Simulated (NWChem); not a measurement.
Program: NWChem. System: BrISi, charge 0, spin multiplicity 1, at a geometry optimised with B3LYP/def2-SVP with def2 effective core potentials on I. The structure started from a generated list of species. Level: MP2/def2-SVPD with def2 effective core potentials on I, 18 core orbitals frozen.

NWChem printed:

```
             Northwest Computational Chemistry Package (NWChem) 7.3.0
             --------------------------------------------------------

                                NWChem Input Module
                                -------------------

 Scaling coordinates for geometry "geometry" by  1.889725989
 (inverse scale =  0.529177249)

 Turning off AUTOSYM since
 SYMMETRY directive was detected!

                             Geometry "geometry" -> ""
                             -------------------------

 Output coordinates in angstroms (scale by  1.889725989 to convert to a.u.)

  No.       Tag          Charge          X              Y              Z
 ---- ---------------- ---------- -------------- -------------- --------------
    1 Si                  14.0000    -1.28349000    -0.43752300     0.00000000
    2 Br                  35.0000     0.15312500    -2.20053400     0.00000000
    3 I                   53.0000     0.23791500     1.56875500     0.00000000

 Effective nuclear repulsion energy (a.u.)     530.3199136600

            Nuclear Dipole moment (a.u.)
            ----------------------------
        X                 Y               Z
 ---------------- ---------------- ----------------
     0.0000188973     0.0000056692     0.0000000000

      Symmetry information
      --------------------

 Group name             Cs
 Group number              2
 Group order               2
 No. of unique centers     3

      Symmetry unique atoms

     1    2    3


 Summary of "ao basis" -> "" (spherical)
 ------------------------------------------------------------------------------
       Tag                 Description            Shells   Functions and Types
 ---------------- ------------------------------  ------  ---------------------
 *                         def2-svpd                  on all atoms

 Summary of "ao basis" -> "ao basis" (spherical)
 ------------------------------------------------------------------------------
       Tag                 Description            Shells   Functions and Types
 ---------------- ------------------------------  ------  ---------------------
 Si                        def2-svpd                10       24   5s3p2d
 Br                        def2-svpd                15       41   6s5p4d
 I                         def2-svpd                13       35   5s5p3d

                                 NWChem SCF Module
                                 -----------------
[...]
 -----------   ------   -------------------------------------------------------
    1 Si  14    13.36   2.00  1.99  1.39  0.31  0.04  5.93  0.74  0.77  0.14  0.05
    2 Br  35    35.40   2.00  2.00  2.00  1.35  0.62 -0.00  6.00  5.99  2.30  3.02  0.10  8.23  1.73  0.07  0.00
    3 I   25    25.24   1.83  0.22  1.21  0.71 -0.01  2.93  3.13  2.58  2.56  0.05  9.82  0.21  0.00

       Multipole analysis of the density wrt the origin
       ------------------------------------------------

     L   x y z        total         open         nuclear
     -   - - -        -----         ----         -------
     0   0 0 0      0.000000      0.000000     74.000000

     1   1 0 0     -0.459237      0.000000    -12.588618
     1   0 1 0     -0.051052      0.000000    -83.006473
     1   0 0 1      0.000000      0.000000      0.000000

     2   2 0 0    -43.810980      0.000000     90.342910
     2   1 1 0      0.767382      0.000000     19.280395
     2   1 0 1     -0.000000      0.000000      0.000000
     2   0 2 0    -45.927100      0.000000    834.511383
     2   0 1 1      0.000000      0.000000      0.000000
     2   0 0 2    -43.140736      0.000000      0.000000

                   NWChem MP2 Semi-direct Energy/Gradient Module
                   ---------------------------------------------

  Basis functions       =    100
  Molecular orbitals    =    100
  Frozen core           =     18
  Frozen virtuals       =      0
  Active alpha occupied =     19
  Active beta occupied  =     19
  Active alpha virtual  =     63
  Active beta virtual   =     63
  Use MO symmetry       = T
  Use skeleton AO sym   = T

  AO/Fock/Back tols     =   1.0D-09  1.0D-09  1.0D-09

 GA uses MA = F    GA memory limited = T

 Available:
  local mem=  1.26D+08
 global mem=  1.44D+08
 local disk=  0.00D+00
  mp2_memr nvloc                    63
  nvloc new                    63
   1 passes of  19:        3145728                      50923                  19568496.
   1 passes of  19: M    126144518           G      144159200           F     122998790.

 Semi-direct pass number   1 of   1  for RHF alpha+beta  at        3.3s
  vrange nnbf                  4804
  mp2_eaftype                    74  avail_ma_in_mb                  1099
 EAF : mp2_eaftype filesize          74    9784248.
  mp2_eaf for mointskh                     74
Node 0 wrote     46.0 Mb in      0.0 s     Agg I/O rate:  2176.3 Mb/s
 Done moints_semi at        9.0s
  mp2_eaftype                    74  avail_ma_in_mb                  1025
 EAF : mp2_eaftype filesize          74    9784248.
  mp2_eaf for kh                    74
 Done maket at        9.2s
 Done multipass loop at        9.2s

          -------------------------------------------
          SCF energy               -3157.652296405575
          Correlation energy          -0.442309414155
          Singlet pairs               -0.239600415420
          Triplet pairs               -0.202708998735
          Total MP2 energy         -3158.094605819730
          -------------------------------------------

          ---------------------------------------------------
                    Spin Component Scaled (SCS) MP2
          Same spin pairs                     -0.135139332490
          Same spin scaling factor             0.333333333333
          Opposite spin pairs                 -0.307170081665
          Opposite spin scaling fact.          1.200000000000
          SCS-MP2 correlation energy          -0.413650542162
          Total SCS-MP2 energy             -3158.065946947737
          ---------------------------------------------------

 -----------------------
 Performance information
 -----------------------

 Timer overhead =  1.97D-07 seconds/call

               Nr. of calls         CPU time (s)                 Wall time (s)                GFlops
             ---------------    -------------------     ------------------------------   -------------------
Name         Min   Avg   Max    Min     Avg     Max     Min     Avg     Max   Mx/calls   Min     Max     Sum
mp2: moin     1     1     1    5.7     5.7     5.7      5.7     5.7     5.7     5.7      0.0     0.0     0.0
mp2: make     1     1     1   0.21    0.21    0.21     0.21    0.21    0.21    0.21      0.0     0.0     0.0
mp2: tota     1     1     1    6.0     6.0     6.0      6.0     6.0     6.0     6.0      0.0     0.0     0.0

 The average no. of pstat calls per process was 3.00D+00
 with a timing overhead of 5.90D-07s

 Task  times  cpu:        9.2s     wall:        9.2s

 Total times  cpu:        9.2s     wall:        9.2s
```

Problem. Write an NWChem input that would produce this output.

Solution. Several could match; the one computed here: 
```
start mol
memory heap 200 mb stack 900 mb global 1100 mb
geometry units angstroms nocenter noautoz
  Si    -1.283490    -0.437523     0.000000
  Br     0.153125    -2.200534     0.000000
  I      0.237915     1.568755     0.000000
  symmetry group Cs
end
basis spherical
  * library def2-svpd
end
ecp
  I library def2-ecp
end
scf
  rhf
  nopen 0
  maxiter 100
  thresh 1e-7
  semidirect memsize 60000000 filesize 0
end
mp2
  freeze core 18
end
task mp2 energy
```
